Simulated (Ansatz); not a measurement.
```yaml
crystal:
  periodic: [false, false, false]
  atoms:
    - {symbol: O, position_ang: [-1.326346, -0.322707, -0.425086]}
    - {symbol: Al, position_ang: [0.265632, 0.401543, 0.122059]}
    - {symbol: I, position_ang: [2.268698, -0.690875, 0.448054]}
    - {symbol: H, position_ang: [-1.578992, -1.184775, -0.537080]}
    - {symbol: H, position_ang: [0.077652, 1.778090, 0.697800]}
basis:
  gaussian: {orbitals: def2-SVPD, fitting: {mean_field: cc-pVTZ-jkfit}}
magnetization: {spin_polarized: true, initial_magnetization: 0}
hamiltonian: {xc: {name: wPBEh}}
output: {forces: true}
```

```sh
$ ansatz run in.yaml --threads 2 --pin off --events-out ev --progress --plain --max-ram 4352MiB
```

Output, abridged:

```
Functional definition: wPBEh
Error: <dir> the basis set cc-pVTZ-JKFIT has no functions for I
```
